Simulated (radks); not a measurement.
Values are calculated unless marked as measured or tabulated.
Problem. Ru3+, 41 electrons, occupied as [Kr] 4d5 (the NIST ground configuration). Level of theory: scalar-relativistic Kohn-Sham, LDA (Slater exchange, Perdew-Wang correlation), spin-polarised, spherical densities, point nucleus; open shells are filled with parallel spins first (spin-orbit coupling, left out, can overturn this in heavy ions) (a radial shooting solver on a logarithmic mesh with Libxc functionals). Some entries of the table are withheld. Estimate them.

orbital  occ.  eigenvalue (eV)  r(max) (bohr)  <r> (bohr)
1s up       1        -21943.70        0.02174     0.03347
1s down     1        -21943.69        0.02174     0.03347
2s up       1        -3186.529         0.1231      0.1458
2s down     1        -3185.733         0.1231      0.1458
2p up       3        -2859.539        0.09826      0.1270
2p down     3        -2858.916        0.09825      0.1270
3s up       1        -589.7720         0.3620      0.4035
3s down     1        -589.2072         0.3621      0.4033
3p up       3        -482.3767         0.3551      0.4036
3p down     3        -481.7615         0.3551      0.4034
3d up       5        -309.0907         0.3005      0.3844
3d down     5        -308.2686         0.3006      0.3841
4s up       1        -112.4479         0.9121       1.011
4s down     1        -108.8839         0.9084       1.007
4p up       3         -82.2204         0.9780       1.109
4p down     3         -78.5012         0.9734       1.106
4d up       5         -38.9519            (1)       1.432
4d down     0         -35.2436            (2)       1.453

Solution. 
(1) 4d up r(max) (bohr): 1.171
(2) 4d down r(max) (bohr): 1.167
